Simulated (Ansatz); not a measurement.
Species: H$_{2}$BBrO$_{2}$, SMILES `OB(O)Br` (H–O–B–Br torsion -180°, Br–B–O–H torsion 180°) (charge 0, multiplicity 1).

Problem. Give a relaxed geometry from PBE0-D3(BJ)/def2-TZVP in Ansatz (a program for electronic structure).

Solution. Several could match; the one computed here: the end point of this relaxation, one of several conformers (outside a Z-matrix the atoms follow the SMILES, hydrogens last).
Bonded distances (Å): O1–B2 1.355, O1–H5 0.960, B2–O3 1.355, B2–Br4 1.925, O3–H6 0.960. Angles (°): B2–O1–H5 115.6, O1–B2–O3 126.9, O1–B2–Br4 116.6, O3–B2–Br4 116.6, B2–O3–H6 115.6.
